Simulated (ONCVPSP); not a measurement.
**Ranking ONCV potentials for bismuth**

All share these settings but for the change named:

bismuth (Bi), optimised norm-conserving Vanderbilt (ONCV), made with ONCVPSP 4.0.1 (LDA (Perdew-Zunger), fully relativistic). Core [Kr] 4d10 4f14, reference 5s2 5p6 5d10 6s2 6p3. Waves: 5s+6s: rc 1.25 bohr, ncon 4, nbas 8, qcut 7.5 1/bohr, 2 projectors; 5p+6p: rc 1.25 bohr, ncon 4, nbas 9, qcut 10.5 1/bohr, 2 projectors; 5d: rc 1.85 bohr, ncon 5, nbas 10, qcut 6.6 1/bohr, 2 projectors, debl 2.2 Ha; f scattering state at 0.32 Ha: rc 1.50 bohr, ncon 4, nbas 7, qcut 8.3 1/bohr, 2 projectors, debl 2.7 Ha. Local part: polynomial inside 1.00 bohr (lpopt 5, dvloc0 0 Ha). Core correction: polynomial model core, fcfact 0.4.

Open shells are filled in proportion to 2j + 1.

Test errors are all-electron minus pseudo excitation energies from the reference, over 5s2 5p6 5d10 6s2 6p2; 5s2 5p6 5d10 6s2 6p1; 5s2 5p6 5d10 6s2 6p0; 5s2 5p6 5d10 6s2 6p2.5. None of these files shows a bound ghost.

The base gives 1.7 meV.

Of 9 variants that were run, those that failed, showed a ghost or another fault, or gave nearly equal values are left out.

A variant can come out equal or close to the base, since the largest error may sit in a test that the change hardly touches while other tests move.

Q: Rank these variants by their largest absolute test error, smallest first.
A. d: nproj 3
B. core correction Teter function, fcfact 1.75, rcfact 1.4
C. d: qcut 9.5
D. scalar-relativistic
E. p: qcut 6.8

A: E (0.9 meV), A (1.7 meV), B (2.1 meV), C (2.4 meV), D (21.6 meV).
